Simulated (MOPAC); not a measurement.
MOPAC input (PM6):

```
PM6 1SCF UHF MS=0.5 GEO-OK AUX(PRECISION=9) THREADS=1
B2F3

B    -0.92994411 1    0.36245407 1   -0.52356380 1
F    -2.19740190 1    0.25216418 1   -0.29244463 1
B     0.54962741 1   -0.07742270 1    0.09558151 1
F     1.17597794 1   -1.16277611 1   -0.34738303 1
F     1.23271102 1    0.75226117 1    0.87759560 1
```

Question: What heat of formation does the run end on, and which ionisation energy by Koopmans theorem?

Answer: -205.20 kcal/mol; 8.14 eV.
